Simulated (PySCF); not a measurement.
## How methods differ on the ionisation energy of Ba³⁵⁺

Ba³⁵⁺ [Ar] 3d3 (4F) → Ba³⁶⁺ [Ar] 3d2 (3F), as a difference of total energies. Computed with PySCF 2.14 in an even-tempered Gaussian basis (18 s from 5.6 bohr⁻², ratio 2.5; 12 p from 7.3 bohr⁻², ratio 2.5; 8 d from 7.3 bohr⁻², ratio 2.5; 4 f from 27 bohr⁻², ratio 2.7; 3 g from 41 bohr⁻², ratio 2.7), with scalar relativity by spin-free X2C-1e. Correlated levels: outer shells: [Ne] frozen; virtual orbitals above 40 to 60 times the deepest correlated orbital energy dropped. The calculations carry no spin-orbit coupling.

```tsv
method	ionisation energy (eV)
UHF	2346.1
LDA	2345.8
PBE	2345.8
PBE0	2346.3
r2SCAN	2347.4
B97-3	2346.4
TPSSh	2344.7
MP2 (outer shells)	2346.2
SCS-MP2 (outer shells)	2345.9
```

Spin-orbit coupling is strong in these open shells (close to jj coupling). The scalar numbers leave it out and a first-order estimate fails, so it can dominate the gap to the real levels.

Breit and QED terms and the two-electron picture change are absent.

For comparison: 2349 ± 5 eV (theoretical estimate listed by NIST; NIST Atomic Spectra Database, ionization energies).
